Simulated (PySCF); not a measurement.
Compound: CH₇AsSi.
SMILES: `C[SiH2][AsH2]`

Computed, not measured: MP2 and CCSD/aug-cc-pVDZ in PySCF, restricted Hartree–Fock reference, 15 core orbitals frozen, non-relativistic, gas phase, PBE0-D3(BJ)/def2-SVP geometry.

E(HF) = -2565.05680 Eh.

Task: How large is the problem?

Result: 149 basis functions and 60 electrons; 15 orbitals frozen, which leaves o = 15 correlated occupied and v = 119 virtual orbitals. That is o·v = 1785 singles and o·v(o·v + 1)/2 = 1594005 distinct closed-shell doubles amplitudes before symmetry; the costliest CCSD step grows as o²v⁴ = 4.5 × 10^10.

Task: What are the MP2 and CCSD correlation energies?

Result: MP2 -0.4074 Eh and CCSD -0.4645 Eh, which gives totals of -2565.46422 and -2565.52133 Eh. That is 0.421 eV for each correlated electron at CCSD (1220 kJ/mol in all, 0.018 % of the total energy); MP2 gives 87.7 % of the CCSD value.

Task: What is the T1 diagnostic?

Result: 0.0101, below the customary warning level of 0.02. It is the norm of the spatial-orbital singles amplitudes over the root of the number of correlated electrons, so the norm is 0.055.

Task: How does correlation change the dipole moment?

Result: HF gives 1.06 D and CCSD (unrelaxed density) 0.92 D, a change of -0.14 D; the two vectors are 7° apart.

Connected triples and the basis-set limit are missing.

The job also held the EOM ionisation roots. The run took 6.5 min wall on one thread of an AMD EPYC 7571, shared host with 96 logical CPUs at a one-minute load of 76, and the process peaked at 2.5 GiB of memory.

The values belong to the conformer `[CH3:1][SiH2:2][AsH2:3]`: H–As3–Si2–C1 76°, H–As3–Si2–C1 168°.
